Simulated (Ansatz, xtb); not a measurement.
# Two isomers of C3H4BNO3

Structure X is `OB(O)c1ncco1`, a singlet and structure Y is `OB(O)c1cocn1`, a singlet. Both are isolated molecules in the gas phase, relaxed with r2SCAN-D4/def2-SVP; the shapes shown needn't be the lowest conformers.

X (Å):

```xyz
12

C     0.5676   -0.7210   -0.1591
C     0.7448   -0.6874   -2.2911
C     1.9291   -0.2435   -1.7698
B     0.0011   -0.9081    1.2890
N    -0.1055   -0.9852   -1.2526
O     0.7596   -0.6133    2.3718
O    -1.2710   -1.3743    1.4055
O     1.8235   -0.2623   -0.4207
H     0.2805   -0.7776    3.1953
H    -1.6484   -1.5261    0.5244
H     0.4602   -0.8077   -3.3359
H     2.8733    0.0981   -2.1870
```

Y (Å):

```xyz
12

C    -1.0174    1.6889   -0.4346
C    -1.0979    2.6504   -1.4046
C    -1.1614    3.5974    0.5247
B    -0.8960    0.1324   -0.4717
N    -1.0615    2.3402    0.8060
O    -0.8367   -0.5426    0.7093
O    -0.8512   -0.5261   -1.6612
O    -1.1898    3.8677   -0.8030
H    -0.8820    0.0909    1.4436
H    -0.7759   -1.4810   -1.5314
H    -1.1031    2.6403   -2.4917
H    -1.2244    4.4510    1.1987
```

Energies in hartree; the thermal terms are from GFN2-xTB frequencies at re-optimised GFN2-xTB minima (ideal gas, soft modes damped towards free rotors, one conformer each, 298.15 K, 1 atm) and include the zero-point energy:

```
                              X           Y
E, CCSD(T)/def2-SVP  −420.686654  −420.688185
    E, MP2/def2-SVP  −420.615907  −420.616708
  E, MP2/def2-TZVPP  −421.398416  −421.399673
  zero-point energy     0.079908     0.079943
       H(298 K) − E     0.087953     0.087986
       G(298 K) − E     0.048045     0.048053
```

**Question.** Correct the CCSD(T) difference for the basis set by the MP2 change, then work out ΔE, ΔE₀, ΔH and ΔG for X → Y in kJ/mol (1 Eh = 2625.50 kJ/mol) and the equilibrium ratio [Y]/[X].

**Answer.** 1. Differences Y − X: CCSD(T) −0.001531, MP2 in the small set −0.000801, MP2 in the large set −0.001257 Eh.
2. ΔE = −0.001531 + (−0.001257 − (−0.000801)) = −0.001987 Eh = −5.22 kJ/mol.
3. ΔE₀ = ΔE + ΔZPE = −0.001987 + (+0.000035) Eh = −5.12 kJ/mol.
4. ΔH = ΔE + (+0.000033) Eh = −5.13 kJ/mol.
5. ΔG = ΔE + (+0.000008) Eh = −5.20 kJ/mol, so ΔS = (ΔH − ΔG)/T = +0.2 J/(mol K).
6. kT = 0.9442 mEh, so K = [Y]/[X] = exp(−ΔG/kT) = exp(+2.10) ≈ 8.1.

The sums favour Y, but ΔE leans on the basis-set step (CCSD(T) alone has the other sign or is under 1 kcal/mol), so the order isn't settled. An error of 4 kJ/mol in ΔG would change K by a factor of 5. Mirror images and further conformers aren't counted.

As drawn, both hold the same kinds of bond in the same numbers.

Other levels gave ΔE = +1.7 (GFN2-xTB); +1.2 (HF/STO-3G, GFN2-xTB geometries); +0.1 (r2SCAN-D4/def2-SVP//GFN2-xTB); −0.4 (r2SCAN-D4/def2-SVP); −7.7 (HF/def2-SVP); −2.1 (MP2/def2-SVP); −4.0 (CCSD(T)/def2-SVP) kJ/mol. The correlated steps freeze 8 core orbitals. Programs: Ansatz 0.2.0, xtb 6.7.1.
